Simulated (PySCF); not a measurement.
## Bonding in `CC#C[Si@@H]1OCC[C@@H]1F`

C6H9FOSi.
SMILES with atom numbers: `[CH3:1][C:2]#[C:3][Si@@H:4]1[O:5][CH2:6][CH2:7][C@@H:8]1[F:9]` (hydrogens: H10, H11, H12 on C1; H13 on Si4; H14, H15 on C6; H16, H17 on C7; H18 on C8)

Structure used (GFN2-xTB), in Å, numbered top down from 1:
```
atom  x, y, z in Å
C1     3.9701   -0.1244   -0.3787
C2     2.5834    0.2647   -0.2878
C3     1.4261    0.5932   -0.2074
Si4   -0.3422    1.0909   -0.1356
O5    -1.0422    0.8700    1.3272
C6    -1.9424   -0.2112    1.3960
C7    -2.5563   -0.4385    0.0126
C8    -1.4468   -0.2283   -1.0107
F9    -0.7524   -1.4203   -1.1961
H10    4.5893    0.7530   -0.5644
H11    4.2879   -0.5928    0.5522
H12    4.1024   -0.8334   -1.1956
H13   -0.6146    2.4550   -0.5712
H14   -1.3987   -1.1042    1.7220
H15   -2.7010    0.0333    2.1440
H16   -2.9928   -1.4341   -0.0651
H17   -3.3308    0.3089   -0.1649
H18   -1.8476    0.0246   -1.9950
```

Bond orders from the PBE0/pcSseg-1 density (PySCF). One conformer (not necessarily the lowest) at the GFN2-xTB geometry, without solvent, vibrations or thermal averaging.

Question: How far do the computed orders between heavy atoms stray from the drawn ones?

Answer: The largest departure is 0.504, at C2–C3 (drawn triple, 2.496). Drawn single, order above 1.12: C1–C2 (1.179). Drawn single, order below 0.88: C8–F9 (0.844) and C8–Si4 (0.835). Drawn double or triple, more than 0.30 short of the drawn order: C2–C3 (2.496).

Question: Set the Mayer orders of the bonds between heavy atoms beside their lengths.

Answer: 
| bond | drawn as | length (Å) | Mayer order |
| --- | --- | --- | --- |
| C1–C2 | single | 1.443 | 1.179 |
| C2–C3 | triple | 1.206 | 2.496 |
| C3–Si4 | single | 1.838 | 0.994 |
| Si4–O5 | single | 1.637 | 1.020 |
| O5–C6 | single | 1.409 | 0.885 |
| C6–C7 | single | 1.531 | 1.021 |
| C7–C8 | single | 1.524 | 1.009 |
| C8–F9 | single | 1.392 | 0.844 |
| C8–Si4 | single | 1.930 | 0.835 |

Bonds between the same two heavy elements. C–C: lowest C7–C8 (1.009, 1.524 Å), highest C2–C3 (2.496, 1.206 Å). C–Si: lowest C8–Si4 (0.835, 1.930 Å), highest C3–Si4 (0.994, 1.838 Å).

Question: And the bonds to hydrogen?

Answer: C–H: 0.92 to 0.96 (8 bonds); H–Si: 0.91 (1 bond).

Question: Sum the orders of all bonds at each heavy atom with more than one neighbour and set the sums beside the valence in the SMILES.

Answer: C1 3.943 (drawn 4), C2 3.675 (drawn 4), C3 3.490 (drawn 4), Si4 3.756 (drawn 4), O5 1.905 (drawn 2), C6 3.809 (drawn 4), C7 3.908 (drawn 4), C8 3.634 (drawn 4). Orders between atoms that aren't bonded are not in these sums.

Mayer orders depend on the basis set.
